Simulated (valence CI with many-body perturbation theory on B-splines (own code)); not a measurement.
**Forbidden lines of Yb XX**

Calculated by valence CI with perturbative core correlation (CI+MBPT): five valence electrons over a frozen Dirac-Fock core [Kr] 4d10, a basis of 7 s, 7 p, 7 d, 7 f, 4 g, 2 h functions for each j, with the one-electron correlation potential Σ1, the two-electron term Σ2, the three-electron term Σ3, Breit, model QED; selected CI, second order for the rest, scaled by the run's own slope (own B-spline code, finite nucleus).

No measured levels were compared; by estimate terms of the open shell hold to a few per cent of their energy, and close levels can change places. Among the levels kept, up to 1000 cm⁻¹ of a level comes from second order outside the variational space, and about a tenth of that is noise between levels of different J, which matters for small intervals. Only levels of the ground parity were solved; by the run's estimate the other parity begins above the list, which can be wrong where configurations are misplaced.

Lines 1 to 50 of 120 in falling wavelength, among levels below 29.209 eV, chosen from the decays that carry over 1 % of a level's rate. Wavelengths and rates use the calculated energies, so an error of 2000 cm⁻¹ moves a line at 21240 Å by 42 % and its rate by three times that or more. Electric multipoles are in the length gauge, E1 and E2 with the static RPA response of the core. S is in atomic units (e²a₀⁴ for E2 and M2, e²a₀⁶ for E3), for M1 in squared Bohr magnetons. Weak lines are less certain than strong ones. Lines between different terms over intervals too small for the method are left out, as are lines whose strength nearly cancels. Where a level lies close to another of its J and parity, the split of strength between their lines is uncertain.

Names give the largest LS component (configuration and term), which can be under half, so a name can repeat, a term be missing and a line seem to break the LS rules; names also repeat where a configuration has a term twice. Letters in brackets count levels of one name in rising energy.

| λ vac (Å) | Upper | Lower | Type | A (s⁻¹) | S (a.u.) |
| --- | --- | --- | --- | --- | --- |
| 26500 | 4f5 4M°_21/2 | 4f5 4M°_19/2 | M1 | 1.35e+00 | 2.05e+01 |
| 24520 | 4f5 4L°_17/2 | 4f5 4L°_15/2 | M1 | 1.15e+00 | 1.13e+01 |
| 23670 | 4f5 6H°_15/2 | 4f5 6H°_13/2 | M1 | 3.10e+00 | 2.44e+01 |
| 23150 | 4f5 6F°_7/2 | 4f5 6F°_5/2 | M1 | 5.85e+00 | 2.15e+01 |
| 21240 | 4f5 4F°_3/2 [a] | 4f5 4G°_5/2 [a] | M1 | 2.31e+00 | 3.28e+00 |
| 21030 | 4f5 6H°_13/2 | 4f5 6H°_11/2 | M1 | 8.03e+00 | 3.87e+01 |
| 19840 | 4f5 4L°_13/2 [a] | 4f5 4M°_15/2 [a] | M1 | 1.20e+00 | 4.87e+00 |
| 19670 | 4f5 6H°_11/2 | 4f5 6H°_9/2 | M1 | 1.26e+01 | 4.28e+01 |
| 19220 | 4f5 6F°_9/2 | 4f5 6F°_7/2 | M1 | 8.17e+00 | 2.15e+01 |
| 19180 | 4f5 6H°_7/2 | 4f5 6H°_5/2 | M1 | 1.12e+01 | 2.35e+01 |
| 18910 | 4f5 6H°_9/2 | 4f5 6H°_7/2 | M1 | 1.50e+01 | 3.75e+01 |
| 18630 | 4f5 6F°_11/2 | 4f5 6F°_9/2 | M1 | 5.15e+00 | 1.48e+01 |
| 16800 | 4f5 4M°_19/2 | 4f5 4M°_17/2 | M1 | 8.07e+00 | 2.84e+01 |
| 16570 | 4f5 4H°_11/2 [a] | 4f5 4G°_9/2 [a] | M1 | 4.63e+00 | 9.38e+00 |
| 15120 | 4f5 6P°_3/2 | 4f5 4P°_5/2 [a] | M1 | 7.12e+00 | 3.65e+00 |
| 14590 | 4f5 4D°_7/2 [a] | 4f5 4F°_5/2 [a] | M1 | 2.41e+00 | 2.22e+00 |
| 13090 | 4f5 4M°_15/2 [b] | 4f5 4L°_13/2 [a] | M1 | 1.15e+01 | 1.54e+01 |
| 11640 | 4f5 4M°_17/2 | 4f5 4M°_15/2 [a] | M1 | 2.02e+01 | 2.13e+01 |
| 11540 | 4f5 4G°_9/2 [a] | 4f5 4G°_7/2 [a] | M1 | 2.28e+01 | 1.30e+01 |
| 11170 | 4f5 4L°_17/2 | 4f5 4M°_15/2 [b] | M1 | 1.26e+01 | 1.17e+01 |
| 11160 | 4f5 4L°_15/2 | 4f5 4M°_17/2 | M1 | 4.51e+00 | 3.72e+00 |
| 10730 | 4f5 4G°_7/2 [a] | 4f5 4G°_5/2 [a] | M1 | 3.04e+01 | 1.12e+01 |
| 8555 | 4f5 6F°_7/2 | 4f5 6H°_9/2 | M1 | 8.05e-01 | 1.49e-01 |
| 8515 | 4f5 4L°_13/2 [b] | 4f5 4K°_11/2 [a] | M1 | 3.00e+01 | 9.61e+00 |
| 8469 | 4f5 6F°_9/2 | 4f5 6H°_11/2 | M1 | 4.84e-01 | 1.09e-01 |
| 8450 | 4f5 4L°_13/2 [b] | 4f5 4L°_13/2 [a] | M1 | 3.18e+01 | 9.95e+00 |
| 8312 | 4f5 4D°_7/2 [a] | 4f5 4P°_5/2 [a] | M1 | 1.95e+01 | 3.33e+00 |
| 8052 | 4f5 6F°_11/2 | 4f5 6H°_13/2 | M1 | 2.15e-01 | 4.99e-02 |
| 7995 | 4f5 4L°_15/2 | 4f5 4L°_13/2 [a] | M1 | 8.50e+00 | 2.58e+00 |
| 7900 | 4f5 6F°_5/2 | 4f5 6H°_7/2 | M1 | 5.87e-01 | 6.44e-02 |
| 7888 | 4f5 4M°_15/2 [b] | 4f5 4M°_15/2 [a] | M1 | 4.20e+01 | 1.22e+01 |
| 7672 | 4f5 4L°_17/2 | 4f5 4M°_17/2 | M1 | 8.88e+00 | 2.67e+00 |
| 7474 | 4f5 4P°_5/2 [a] | 4f5 4G°_5/2 [a] | M1 | 3.22e+01 | 2.99e+00 |
| 7336 | 4f5 4I°_11/2 [a] | 4f5 4K°_11/2 [a] | M1 | 1.95e+01 | 3.42e+00 |
| 7222 | 4f5 4F°_5/2 [a] | 4f5 4F°_3/2 [a] | M1 | 7.55e+01 | 6.32e+00 |
| 7206 | 4f5 4G°_5/2 [a] | 4f5 6F°_7/2 | M1 | 1.07e+01 | 8.94e-01 |
| 6988 | 4f5 4I°_11/2 [a] | 4f5 4I°_9/2 [a] | M1 | 5.60e+01 | 8.50e+00 |
| 6906 | 4f5 4H°_11/2 [a] | 4f5 4K°_11/2 [a] | M1 | 1.21e+01 | 1.77e+00 |
| 6862 | 4f5 4H°_11/2 [a] | 4f5 4L°_13/2 [a] | M1 | 1.49e+00 | 2.14e-01 |
| 6832 | 4f5 2P°_1/2 [a] | 4f5 4F°_3/2 [a] | M1 | 3.78e+00 | 8.95e-02 |
| 6596 | 4f5 4H°_11/2 [a] | 4f5 4I°_9/2 [a] | M1 | 3.33e+00 | 4.26e-01 |
| 6544 | 4f5 6P°_3/2 | 4f5 4F°_3/2 [a] | M1 | 4.47e+00 | 1.86e-01 |
| 6286 | 4f5 4M°_15/2 [a] | 4f5 6H°_15/2 | M1 | 1.90e+01 | 2.80e+00 |
| 6214 | 4f5 4D°_7/2 [a] | 4f5 4G°_7/2 [a] | M1 | 3.03e+01 | 2.16e+00 |
| 6110 | 4f5 4K°_13/2 | 4f5 4K°_11/2 [a] | M1 | 4.97e+00 | 5.89e-01 |
| 6076 | 4f5 4K°_13/2 | 4f5 4L°_13/2 [a] | M1 | 3.26e+00 | 3.79e-01 |
| 5946 | 4f5 6F°_1/2 | 4f5 6H°_5/2 | E2 | 2.26e-03 | 3.00e-02 |
| 5920 | 4f5 6F°_9/2 | 4f5 6H°_9/2 | M1 | 1.12e+00 | 8.59e-02 |
| 5902 | 4f5 6F°_3/2 | 4f5 6H°_5/2 | M1 | 3.06e+00 | 9.33e-02 |
| 5890 | 4f5 6F°_7/2 | 4f5 6H°_7/2 | M1 | 4.18e+00 | 2.54e-01 |
